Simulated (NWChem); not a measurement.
System: AlH₃SO; SMILES [OH][AlH][SH]

Parts of the log:

```
             Northwest Computational Chemistry Package (NWChem) 7.3.0
             --------------------------------------------------------

                             Geometry "geometry" -> ""
                             -------------------------

 Output coordinates in angstroms (scale by  1.889725989 to convert to a.u.)

  No.       Tag          Charge          X              Y              Z
 ---- ---------------- ---------- -------------- -------------- --------------
    1 Al                  13.0000    -0.47200800    -0.58871800     0.00000000
    2 H                    1.0000    -1.99456400    -1.00717300     0.00000000
    3 O                    8.0000     0.81350300    -1.70344800     0.00000000
    4 H                    1.0000     0.74701900    -2.65927100     0.00000000
    5 S                   16.0000     0.09965100     1.51344400     0.00000000
    6 H                    1.0000     1.41972400     1.21830800     0.00000000

 Effective nuclear repulsion energy (a.u.)     131.8527891345

                              NWChem Property Module
                              ----------------------

  itol2e modified to match energy
  convergence criterion.

                                 NWChem DFT Module
                                 -----------------

 Summary of "ao basis" -> "ao basis" (spherical)
 ------------------------------------------------------------------------------
       Tag                 Description            Shells   Functions and Types
 ---------------- ------------------------------  ------  ---------------------
 Al                         pcsseg-1                10       24   4s5p1d
 H                          pcsseg-1                 3        5   2s1p
 O                          pcsseg-1                 7       17   3s3p1d
 S                          pcsseg-1                10       24   4s5p1d

  itol2e modified to match energy
  convergence criterion.

            General Information
            -------------------
          SCF calculation type: DFT
          Wavefunction type:  closed shell.
          No. of atoms     :     6
          No. of electrons :    40
           Alpha electrons :    20
            Beta electrons :    20
          Charge           :     0
          Spin multiplicity:     1
          Use of symmetry is: off; symmetry adaption is: off
          Maximum number of iterations: 150
          AO basis - number of functions:    80
                     number of shells:    36
          Convergence on energy requested:  1.00D-07
          Convergence on density requested:  1.00D-05
          Convergence on gradient requested:  5.00D-04

              XC Information
              --------------
                          KT2 Method XC Functional
                        Slater Exchange Functional  1.072 local
                           KT1 gradient correction  1.000 non-local
            Perdew 1991 LDA Correlation Functional  0.577 local

             Grid Information
             ----------------
          Grid used for XC integration:  fine
          Radial quadrature: Mura-Knowles
          Angular quadrature: Lebedev.
          Tag              B.-S. Rad. Rad. Pts. Rad. Cut. Ang. Pts.
          ---              ---------- --------- --------- ---------
          Al                  1.25      123          10.0       770
          H                   0.35       60          11.0       590
          O                   0.60       70          10.0       590
          S                   1.00      123          12.0       770
          Grid pruning is: on
          Number of quadrature shells:   496
          Spatial weights used:  Erf1

      Superposition of Atomic Density Guess
      -------------------------------------

 Sum of atomic energies:        -715.54549561

      Non-variational initial energy
      ------------------------------

 Total energy =    -716.138822
 1-e energy   =   -1252.321830
 2-e energy   =     404.330218
 HOMO         =      -0.349156
 LUMO         =       0.005416

[...]

          -----------------------------------------
          Chemical Shielding Tensors (GIAO, in ppm)
          -----------------------------------------

                                NWChem CPHF Module
                                ------------------

  scftype          =     RHF
  nclosed          =       20
  nopen            =        0
  variables        =     1200
  # of vectors     =        3
  tolerance        = 0.10D-03
  level shift      = 0.00D+00
  max iterations   =       50
  max subspace     =       30

 SCF residual:    3.1197544776866623E-005

Iterative solution of linear equations
  No. of variables     1200
  No. of equations        3
  Maximum subspace       30
        Iterations       50
       Convergence  1.0D-04

   iter   nsub   residual    time
   ----  ------  --------  ---------
     1      3    3.19D-05      15.4

      Atom:    1  Al
        Diamagnetic
    796.4003     -0.9684     -0.0000
     -0.9684    802.3406     -0.0000
     -0.0000     -0.0000    797.5865

        Paramagnetic
   -420.0921     41.2351      0.0000
     41.2351   -396.5158      0.0000
      0.0000      0.0000   -427.9523

        Total Shielding Tensor
    376.3082     40.2667      0.0000
     40.2667    405.8248      0.0000
      0.0000      0.0000    369.6342

           isotropic =     383.9224
          anisotropy =      75.0452

          Principal Components and Axis System
                 1           2           3
              433.9525    369.6342    348.1804

      1         0.5727      0.0000      0.8198
      2         0.8198     -0.0000     -0.5727
      3         0.0000      1.0000     -0.0000

      Atom:    2  H
        Diamagnetic
     35.0333      3.4215     -0.0000
      3.4215     25.7297     -0.0000
     -0.0000     -0.0000     22.9366

        Paramagnetic
     -3.7324     -0.4944      0.0000
     -0.4944     -1.1348      0.0000
      0.0000      0.0000     -0.1993

        Total Shielding Tensor
     31.3009      2.9271      0.0000
      2.9271     24.5949      0.0000
      0.0000      0.0000     22.7373

           isotropic =      26.2110
          anisotropy =       9.2816

          Principal Components and Axis System
                 1           2           3
               32.3988     23.4970     22.7373

      1         0.9363     -0.3512      0.0000
      2         0.3512      0.9363     -0.0000
      3         0.0000      0.0000      1.0000

      Atom:    3  O
        Diamagnetic
    387.0964    -12.5755      0.0000
    -12.5755    407.0951     -0.0000
      0.0000     -0.0000    373.8420

        Paramagnetic
   -110.3514    -37.5391     -0.0000
    -37.5391   -214.1272     -0.0000
     -0.0000     -0.0000    -84.4890

        Total Shielding Tensor
    276.7450    -50.1146     -0.0000
    -50.1146    192.9679     -0.0000
     -0.0000     -0.0000    289.3530

           isotropic =     253.0220
          anisotropy =      70.7251

          Principal Components and Axis System
                 1           2           3
              300.1720    289.3530    169.5409

      1         0.9059     -0.0000      0.4235
      2        -0.4235      0.0000      0.9059
      3         0.0000      1.0000      0.0000

      Atom:    4  H
        Diamagnetic
     23.4334     -2.3184      0.0000
     -2.3184     47.1805     -0.0000
      0.0000     -0.0000     21.4064

        Paramagnetic
     -0.7278     -0.9678     -0.0000
     -0.9678     -7.4780     -0.0000
     -0.0000     -0.0000      1.3666

        Total Shielding Tensor
     22.7056     -3.2862     -0.0000
     -3.2862     39.7026     -0.0000
     -0.0000     -0.0000     22.7731

           isotropic =      28.3937
          anisotropy =      17.8831

          Principal Components and Axis System
                 1           2           3
               40.3158     22.7731     22.0923

      1        -0.1834     -0.0000      0.9830
      2         0.9830     -0.0000      0.1834
      3        -0.0000      1.0000      0.0000

      Atom:    5  S
        Diamagnetic
   1060.4340      0.8792     -0.0000
      0.8792   1062.7472     -0.0000
     -0.0000     -0.0000   1056.1741

        Paramagnetic
   -311.9214    132.0140     -0.0000
    132.0140   -369.1341      0.0000
     -0.0000      0.0000   -332.4975

        Total Shielding Tensor
    748.5126    132.8933     -0.0000
    132.8933    693.6130      0.0000
     -0.0000      0.0000    723.6766

           isotropic =     721.9341
          anisotropy =     202.2410

          Principal Components and Axis System
                 1           2           3
              856.7614    723.6766    585.3642

      1         0.7753     -0.0000     -0.6316
      2         0.6316      0.0000      0.7753
      3         0.0000      1.0000     -0.0000

      Atom:    6  H
        Diamagnetic
     43.0005     -1.2964     -0.0000
     -1.2964     25.3630     -0.0000
     -0.0000     -0.0000     19.4315

        Paramagnetic
     -2.8022      1.5232     -0.0000
      1.5232      1.6601     -0.0000
     -0.0000     -0.0000      3.7262

        Total Shielding Tensor
     40.1984      0.2268     -0.0000
      0.2268     27.0232     -0.0000
     -0.0000     -0.0000     23.1577

           isotropic =      30.1264
          anisotropy =      15.1138

          Principal Components and Axis System
                 1           2           3
               40.2023     27.0193     23.1577

      1         0.9999     -0.0172      0.0000
      2         0.0172      0.9999      0.0000
      3        -0.0000     -0.0000      1.0000
```

Level: KT2/pcSseg-1, GIAO. Structure relaxed at the PBE0/def2-SVP level. The printed shielding anisotropy is the first printed principal value minus the mean of the other two.

Task: Which NWChem input produces such a log?

Result: This is not unique; one that fits is the input that was run:
```
start job
memory heap 200 mb stack 900 mb global 1100 mb
geometry units angstroms noautosym nocenter noautoz
  Al    -0.472008    -0.588718     0.000000
  H     -1.994564    -1.007173     0.000000
  O      0.813503    -1.703448     0.000000
  H      0.747019    -2.659271     0.000000
  S      0.099651     1.513444     0.000000
  H      1.419724     1.218308     0.000000
end
basis spherical
  Al library pcsseg-1
  H library pcsseg-1
  O library pcsseg-1
  S library pcsseg-1
end
dft
  xc kt2
  iterations 150
end
property
  shielding
end
task dft property
```
